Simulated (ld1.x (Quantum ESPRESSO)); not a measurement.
## Before and after: TM potential for osmium

* Element: Os (Z = 76)
* Generator: ld1.x (Quantum ESPRESSO) 7.5
* Type: norm-conserving Troullier–Martins (Kleinman–Bylander form)
* Functional: PBE
* Relativity: scalar-relativistic
* Frozen core: [Xe] 4f14
* Valence charge: 8
* Reference configuration: 5d6 6s2 6p0
* Partial waves: 6p (bound, empty): rc 3.10 bohr; 5d (bound): rc 1.30 bohr; 6s (bound): rc 1.85 bohr
* Local potential: the s channel
* Core correction: none

All-electron outer shells of the reference configuration (PBE, scalar-relativistic, ld1.x):

| shell | level (eV) | outermost node (bohr) | outermost maximum (bohr) |
| --- | --- | --- | --- |
| 4f | -51.98 | – | 0.40 |
| 5p | -50.84 | 0.55 | 1.03 |
| 5d | -6.25 | 0.60 | 1.36 |
| 6s | -6.15 | 1.20 | 2.48 |
| 6p | -1.27 | 1.44 | 3.56 |

Change: all radii scaled by about 1.17 (s 2.18, p 3.64, d 1.52 bohr).

Cutoffs: the cutoffs (Ry, on a coarse ladder) from which the occupation-weighted sum of valence levels, in a spherical-Bessel basis at the reference potential, stays within 10 and 1 mRy of its value at 400 Ry; they do not see the model core or the augmentation charge, which bear on the density cutoff. Errors are all-electron minus pseudo energies relative to the spin-unpolarised reference configuration.

Q: Predict the effect on cutoff, ghosts and configuration errors.

A: The potential gets softer (35 Ry and 70 Ry → 35 Ry and 60 Ry); of the 7 tests that both files solve, the error grows in 2 and shrinks in 4 by more than 15 % and 0.3 meV (median size 23.4 → 36.0 meV); neither file shows a bound ghost. A larger radius leaves more room for a smooth pseudo-wave, so fewer plane waves are needed.

```csv
quantity,base,changed
"cutoff, loose",35 Ry,35 Ry
"cutoff, tight",70 Ry,60 Ry
loose cutoff by channel (10 mRy a level),"d 30 Ry, s 18 Ry","d 30 Ry, s 8 Ry"
bound ghosts,none,none
"error for 5d6 6s1 6p0, meV [ΔE 9.58 eV]",+8.2,+1.4
"error for 5d6 6s0 6p0, meV [ΔE 26.49 eV]",+58,+36
"error for 5d5 6s0 6p0, meV [ΔE 55.34 eV]",+24,+20
"error for 5d4 6s0 6p0, meV [ΔE 96.82 eV]",-170,-158
"error for 5d7 6s0 6p0, meV [ΔE 9.04 eV]",-9.6,-56
"error for 5d5 6s2 6p0, meV [ΔE 11.08 eV]",+23,-36
"error for 5d6 6s1 6p1, meV [ΔE 5.06 eV]",+3.9,+1.8
```
